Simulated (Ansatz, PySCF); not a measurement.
Energy difference 2 R1 + R2 → P1 + P2 + P3, each structure at its B3LYP-D3(BJ)/def2-TZVP stationary point, reached from a drawn start (curvature not checked).
P1, CH4 (SMILES C) (charge 0, multiplicity 1):
```tsv
atom	x (Å)	y (Å)	z (Å)
C	0.0000	0.0000	0.0000
H	0.6289	0.6289	0.6289
H	-0.6289	-0.6289	0.6289
H	0.6289	-0.6289	-0.6289
H	-0.6289	0.6289	-0.6289
```
R1: H2 (SMILES [H][H]), charge 0, multiplicity 1.
P2: HF (SMILES F), charge 0, multiplicity 1.
P3: SiH4 (SMILES [SiH4]), charge 0, multiplicity 1.
R2: CH5FSi (SMILES C[SiH2]F), charge 0, multiplicity 1.

P less R. No zero-point or thermal terms.

Correlated levels freeze the cores.

Programs: Ansatz (a first-principles code); PySCF for the D3/D4 terms. All values are computed, each at the level named.

Problem. What is the computed reaction energy (B3LYP-D3(BJ)/def2-TZVPP)?

Solution. 21.0 kcal/mol

Problem. What is the computed reaction energy (CCSD(T)/cc-pV(Q+d)Z)?

Solution. 21.8 kcal/mol

Problem. Give the reaction energy at the level BHLYP/def2-TZVPP.

Solution. 19.2 kcal/mol
